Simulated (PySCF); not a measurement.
## Ionising AlTl

UHF; PySCF, scalar-relativistic core potentials, basis sets Al cc-pV(D+d)Z, Tl cc-pVDZ-PP with ECP60. Neutral (UHF): triplet (σ ↑, π ↑), Re = 2.973 Å, ωe = 182 cm⁻¹, De = 0.61 eV, HOMO -5.42 eV, LUMO -0.14 eV.

AlTl⁺ (UHF): doublet (σ ↑), Re = 3.568 Å, ωe = 103 cm⁻¹. The energies at the minima are -413.40812 hartree for AlTl and -413.23210 for AlTl⁺.

Question: Work out the adiabatic ionisation energy, without and with harmonic zero-point energies (1 hartree = 27.2114 eV, 1 eV = 8065.5 cm⁻¹), and the change of the bond length.

Answer: At UHF: 0.17602 hartree = 4.790 eV between the minima; the zero-point term (103.0 − 182.0)/2 cm⁻¹ = -0.005 eV makes it 4.785 eV. Re changes by +59.5 pm against the neutral. The electron leaves a π orbital, and the ion is left as a loose complex of an ion and an atom.

These are scalar-relativistic numbers at best; spin–orbit coupling would shift them, the dissociation energy most. Hartree–Fock leaves out correlation, which carries a large part of most bond energies and some tenths to 1 eV of ionisation energies. States were picked by a PBE0 search and need not be the measured ground states.
